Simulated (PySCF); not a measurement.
C5H5FS, SMILES s1cccc1CF, singlet, GFN2-xTB optimised geometry.

```
12

F      1.61    -1.94     0.00
C      0.23    -1.94     0.00
C     -0.30    -0.55     0.00
C     -0.41     0.31    -1.06
C     -0.93     1.57    -0.70
C     -1.21     1.65     0.63
S     -0.83     0.20     1.47
H     -0.08    -2.49     0.89
H     -0.07    -2.48    -0.90
H     -0.13     0.04    -2.06
H     -1.09     2.37    -1.39
H     -1.61     2.49     1.17
```

Density from B3LYP/def2-TZVP (PySCF 2.14.0) at that geometry.

Minimum of the electron density along straight lines between bonded atoms, close to the bond critical point (lines longer than 1.1 times the sum of covalent radii, or with two minima, are not listed):

```json
[
 {"bond": "F1–C2", "length / Å": "1.382", "ρ at the minimum / e bohr⁻³": "0.245", "∇²ρ there / e bohr⁻⁵": "-0.24", "position (fraction from the first atom)": "0.66"},
 {"bond": "C2–C3", "length / Å": "1.489", "ρ at the minimum / e bohr⁻³": "0.272", "∇²ρ there / e bohr⁻⁵": "-0.75", "position (fraction from the first atom)": "0.50"},
 {"bond": "C3–C4", "length / Å": "1.362", "ρ at the minimum / e bohr⁻³": "0.335", "∇²ρ there / e bohr⁻⁵": "-0.99", "position (fraction from the first atom)": "0.51"},
 {"bond": "C4–C5", "length / Å": "1.412", "ρ at the minimum / e bohr⁻³": "0.307", "∇²ρ there / e bohr⁻⁵": "-0.89", "position (fraction from the first atom)": "0.50"},
 {"bond": "C5–C6", "length / Å": "1.357", "ρ at the minimum / e bohr⁻³": "0.337", "∇²ρ there / e bohr⁻⁵": "-1.01", "position (fraction from the first atom)": "0.49"},
 {"bond": "C3–S7", "length / Å": "1.733", "ρ at the minimum / e bohr⁻³": "0.213", "∇²ρ there / e bohr⁻⁵": "-0.43", "position (fraction from the first atom)": "0.48"},
 {"bond": "C6–S7", "length / Å": "1.716", "ρ at the minimum / e bohr⁻³": "0.219", "∇²ρ there / e bohr⁻⁵": "-0.46", "position (fraction from the first atom)": "0.48"},
 {"bond": "C2–H8", "length / Å": "1.094", "ρ at the minimum / e bohr⁻³": "0.289", "∇²ρ there / e bohr⁻⁵": "-1.04", "position (fraction from the first atom)": "0.65"},
 {"bond": "C2–H9", "length / Å": "1.096", "ρ at the minimum / e bohr⁻³": "0.288", "∇²ρ there / e bohr⁻⁵": "-1.03", "position (fraction from the first atom)": "0.65"},
 {"bond": "C4–H10", "length / Å": "1.075", "ρ at the minimum / e bohr⁻³": "0.290", "∇²ρ there / e bohr⁻⁵": "-1.05", "position (fraction from the first atom)": "0.65"},
 {"bond": "C5–H11", "length / Å": "1.075", "ρ at the minimum / e bohr⁻³": "0.291", "∇²ρ there / e bohr⁻⁵": "-1.05", "position (fraction from the first atom)": "0.65"},
 {"bond": "C6–H12", "length / Å": "1.072", "ρ at the minimum / e bohr⁻³": "0.293", "∇²ρ there / e bohr⁻⁵": "-1.07", "position (fraction from the first atom)": "0.65"}
]
```
